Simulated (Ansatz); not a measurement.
Species: sum formula Si2H3Cl3, charge 0, multiplicity 1. 
Geometry from a B3LYP-D3(BJ)/def2-TZVP (Ansatz, a program for electronic structure) optimisation:
```
Si
Cl 1 2.0558
Cl 1 2.0558 2 108.24
Cl 1 2.0558 2 108.24 3 117.10
Si 1 2.3325 2 110.68 3 -121.45
H 5 1.4794 1 108.48 2 -179.58
H 5 1.4794 6 110.44 1 -118.77
H 5 1.4794 6 110.44 7 -122.46
```

Quantity: vertical ionisation energy (to the doublet state of charge +1; each state is the SCF solution reached for its spin; the molecule has degenerate orbitals, so one determinant may break the symmetry), in eV. Cores are frozen in the correlated levels unless marked. Open shells are spin-unrestricted. No spin-orbit coupling. Non-relativistic. Basis-set limits of correlation are two-point, X^-3; Hartree-Fock from the larger set. [CCSD(T)-MP2]/basis is that difference in the basis named.

| level | program | vertical ionisation energy (eV) |
|---|---|---|
| HF/aug-cc-pV(D+d)Z | Ansatz | 10.32 |
| HF/aug-cc-pV(T+d)Z | Ansatz | 10.24 |
| HF/aug-cc-pV(Q+d)Z | Ansatz | 10.23 |
| SVWN5/def2-TZVPD | Ansatz | 10.18 |
| r2SCAN/def2-TZVPD | Ansatz | 10.25 |
| B3LYP/def2-TZVPD | Ansatz | 10.39 |
| PBE0/def2-TZVPD | Ansatz | 10.42 |

Question: Predict the RI-MP2/CBS(aug-cc-pV(T+d)Z,aug-cc-pV(Q+d)Z)+[CCSD(T)-MP2]/aug-cc-pV(T+d)Z result (Ansatz).

Answer: 10.82 eV
